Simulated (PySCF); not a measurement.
## Basis-set dependence of population analyses: `CC[SiH](O)O`

Species: C₂H₈O₂Si.
Atom-mapped SMILES: `[CH3:1][CH2:2][SiH:3]([OH:4])[OH:5]` (hydrogens: H6, H7, H8 on C1; H9, H10 on C2; H11 on Si3; H12 on O4; H13 on O5)

PBE0 throughout (PySCF), one geometry, spherical d and f functions. One conformer (not necessarily the lowest) at the PBE0-D3(BJ)/def2-SVP geometry, without solvent, vibrations or thermal averaging. Atoms taken as equivalent share a column and are averaged. The first 7 of 8 kinds of atom are listed.

Mulliken charges (e):

```
        basis  functions      C1      C2     Si3   O4/O5  H6/H7/H8  H9/H10     H11
       STO-3G         37  -0.234  -0.319  +0.876  -0.453    +0.077  +0.068  -0.158
        6-31G         65  -0.482  -0.659  +1.163  -0.802    +0.181  +0.196  -0.169
     pcSseg-0         65  -0.631  -1.069  +1.495  -0.840    +0.238  +0.264  -0.141
       6-31G*         90  -0.534  -0.561  +0.911  -0.746    +0.185  +0.188  -0.134
      cc-pVDZ        114  -0.101  -0.243  +0.600  -0.362    +0.051  +0.055  -0.132
     def2-SVP        114  -0.091  -0.342  +0.742  -0.421    +0.051  +0.067  -0.142
     pcSseg-1        132  -0.304  -0.581  +1.034  -0.572    +0.123  +0.143  -0.163
6-311+G(2d,p)        191  -0.481  -0.544  +1.257  -0.736    +0.154  +0.153  -0.086
  aug-cc-pVDZ        191  +0.430  +0.359  +1.261  -0.737    -0.159  -0.292  +0.233
    def2-TZVP        209  -0.384  -0.302  +0.559  -0.533    +0.131  +0.115  -0.076
     IGLO-III        264  -0.404  -0.441  +1.155  -0.645    +0.129  +0.130  -0.205
      cc-pVTZ        266  -0.307  -0.247  +0.497  -0.366    +0.105  +0.090  -0.101
```

IAO charges (e):

```csv
basis,functions,C1,C2,Si3,O4/O5,H6/H7/H8,H9/H10,H11
STO-3G,37,-0.391,-0.516,+1.105,-0.589,+0.131,+0.130,-0.147
6-31G,65,-0.423,-0.560,+1.169,-0.757,+0.149,+0.155,-0.147
pcSseg-0,65,-0.413,-0.584,+1.201,-0.741,+0.146,+0.156,-0.160
6-31G*,90,-0.404,-0.572,+1.300,-0.783,+0.140,+0.145,-0.186
cc-pVDZ,114,-0.404,-0.568,+1.287,-0.780,+0.139,+0.145,-0.186
def2-SVP,114,-0.393,-0.567,+1.300,-0.777,+0.136,+0.143,-0.193
pcSseg-1,132,-0.403,-0.577,+1.314,-0.790,+0.140,+0.146,-0.190
"6-311+G(2d,p)",191,-0.419,-0.587,+1.333,-0.811,+0.145,+0.151,-0.190
aug-cc-pVDZ,191,-0.416,-0.576,+1.302,-0.803,+0.144,+0.150,-0.181
def2-TZVP,209,-0.418,-0.591,+1.347,-0.811,+0.144,+0.151,-0.195
IGLO-III,264,-0.420,-0.590,+1.344,-0.814,+0.145,+0.151,-0.193
cc-pVTZ,266,-0.419,-0.588,+1.334,-0.807,+0.144,+0.151,-0.192
```

Hirshfeld charges (e):

```
        basis  functions      C1      C2     Si3   O4/O5  H6/H7/H8  H9/H10     H11
       STO-3G         37  -0.042  -0.098  +0.531  -0.288    +0.013  +0.008  -0.113
        6-31G         65  -0.093  -0.143  +0.462  -0.339    +0.038  +0.041  -0.094
     pcSseg-0         65  -0.099  -0.143  +0.487  -0.334    +0.035  +0.033  -0.105
       6-31G*         90  -0.094  -0.148  +0.419  -0.315    +0.037  +0.042  -0.098
      cc-pVDZ        114  -0.106  -0.157  +0.441  -0.306    +0.038  +0.040  -0.104
     def2-SVP        114  -0.110  -0.158  +0.448  -0.309    +0.038  +0.040  -0.105
     pcSseg-1        132  -0.113  -0.162  +0.463  -0.315    +0.039  +0.040  -0.099
6-311+G(2d,p)        191  -0.115  -0.166  +0.462  -0.315    +0.040  +0.043  -0.096
  aug-cc-pVDZ        191  -0.122  -0.172  +0.467  -0.314    +0.042  +0.044  -0.094
    def2-TZVP        209  -0.117  -0.166  +0.452  -0.312    +0.040  +0.043  -0.097
     IGLO-III        264  -0.122  -0.167  +0.454  -0.309    +0.041  +0.044  -0.093
      cc-pVTZ        266  -0.117  -0.165  +0.453  -0.310    +0.040  +0.043  -0.098
```

ESP-fitted charges (e):

```
        basis  functions      C1      C2     Si3   O4/O5  H6/H7/H8  H9/H10     H11
       STO-3G         37  -0.142  -0.236  +0.939  -0.588    +0.048  +0.039  -0.204
        6-31G         65  -0.072  -0.236  +1.027  -0.868    +0.041  +0.054  -0.207
     pcSseg-0         65  -0.125  -0.271  +1.127  -0.836    +0.051  +0.054  -0.263
       6-31G*         90  -0.203  -0.055  +0.673  -0.678    +0.065  +0.027  -0.172
      cc-pVDZ        114  -0.151  -0.032  +0.647  -0.635    +0.048  +0.016  -0.176
     def2-SVP        114  -0.117  -0.070  +0.728  -0.663    +0.040  +0.018  -0.195
     pcSseg-1        132  -0.122  -0.069  +0.793  -0.705    +0.042  +0.015  -0.202
6-311+G(2d,p)        191  -0.170  +0.003  +0.698  -0.683    +0.054  +0.007  -0.179
  aug-cc-pVDZ        191  -0.177  +0.017  +0.657  -0.646    +0.055  +0.005  -0.173
    def2-TZVP        209  -0.178  +0.015  +0.674  -0.665    +0.054  +0.004  -0.182
     IGLO-III        264  -0.181  +0.012  +0.642  -0.646    +0.056  +0.007  -0.172
      cc-pVTZ        266  -0.184  -0.001  +0.650  -0.637    +0.056  +0.010  -0.180
```

Some averages cover members that differ in this geometry, most widely: H6/H7/H8, ESP-fitted in 6-311+G(2d,p) +0.032 to +0.072; H6/H7/H8, ESP-fitted in IGLO-III +0.034 to +0.074; H6/H7/H8, ESP-fitted in aug-cc-pVDZ +0.033 to +0.071; H6/H7/H8, ESP-fitted in def2-TZVP +0.033 to +0.071 e.

Problem. Which scheme is steadiest as the basis changes?

Solution. Largest range over the bases for any column: Hirshfeld 0.11 e, IAO 0.24 e, ESP-fitted 0.49 e, Mulliken 1.43 e. Hirshfeld charges move least and Mulliken charges most, counted in e. Without the minimal STO-3G basis the ranges are Hirshfeld 0.07, IAO 0.18, ESP-fitted 0.49, Mulliken 1.43 e.

Problem. How much do the charges still move between the two largest bases, IGLO-III and cc-pVTZ?

Solution. At most, over all atoms: Mulliken 0.659 e, IAO 0.010 e, Hirshfeld 0.005 e, ESP-fitted 0.012 e.

Problem. What do the same runs give for the total energy, the frontier levels and the dipole moment?

Solution. 
| basis | energy (Eh) | HOMO (eV) | LUMO (eV) | μ (D) |
| --- | --- | --- | --- | --- |
| STO-3G | -514.2421 | -3.98 | 7.62 | 1.76 |
| 6-31G | -520.5288 | -7.94 | 1.27 | 2.45 |
| pcSseg-0 | -519.7815 | -8.05 | 1.41 | 2.34 |
| 6-31G* | -520.6467 | -7.78 | 1.60 | 1.84 |
| cc-pVDZ | -520.6808 | -7.79 | 1.36 | 1.62 |
| def2-SVP | -520.4159 | -7.87 | 1.38 | 1.73 |
| pcSseg-1 | -520.6496 | -8.03 | 0.95 | 1.82 |
| 6-311+G(2d,p) | -520.7770 | -8.06 | -0.07 | 1.66 |
| aug-cc-pVDZ | -520.7117 | -8.01 | -0.28 | 1.54 |
| def2-TZVP | -520.8011 | -8.00 | 0.69 | 1.64 |
| IGLO-III | -520.8087 | -8.03 | 0.39 | 1.57 |
| cc-pVTZ | -520.7927 | -7.96 | 0.81 | 1.55 |

The dipole is fixed by the density alone, so its range of 0.91 D shows that the density itself changes with the basis, not only its division among atoms.
